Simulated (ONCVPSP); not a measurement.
## Ga (Z = 31), ONCV: configuration errors across variants

Ga (Z = 31), optimised norm-conserving Vanderbilt (ONCV), made with ONCVPSP 4.0.1 (LDA (Perdew-Wang 92), scalar-relativistic). Core [Ar] 3d10, reference 4s2 4p0.75 (charge +0.25). Waves: 4s: rc 1.95 bohr, ncon 4, nbas 7, qcut 3.3 1/bohr, 1 projector; 4p: rc 1.85 bohr, ncon 4, nbas 7, qcut 4.2 1/bohr, 3 projectors, debl 0.6 Ha. Local part: polynomial inside 1.50 bohr (lpopt 5, dvloc0 2 Ha). Core correction: Teter function fitted to the true core (icmod 2), fcfact 0.25.

All-electron excitation energies from the reference (eV): (1) 4s2 4p1 -0.866; (2) 4s2 4p0 5.017; (3) 4s1 4p0 26.515; (4) 4s2 4p0.5 1.252.

1 further variants failed, have other tests or too few solved ones, and are left out.

A true bound ghost makes a file unfit for plane-wave use even where its test errors are small: the radial tests pick states by their node count and pass the ghost by.

Errors AE − PS in meV (a dash: test not solved or not reliable):

```csv
change,(1),(2),(3),(4),bound ghosts,GHOST(+) flags above zero
base,+0.1,-2.8,-92,-0.3,p,"s, p"
s: qcut 2.7,+0.1,-2.5,-93,-0.2,p,p
s: qcut 3.2,+0.1,-2.7,-93,-0.3,p,"s, p"
s: qcut 3.6,+0.1,-2.9,-92,-0.3,p,"s, p"
s: qcut 4.4,+0.1,-3.2,-92,-0.3,p,p
```

**Question.** Give the same row for: s: qcut 2.1.

**Answer.** +0.1, -2.2, -93, -0.2; bound ghosts: p; GHOST(+) flags above zero: p.
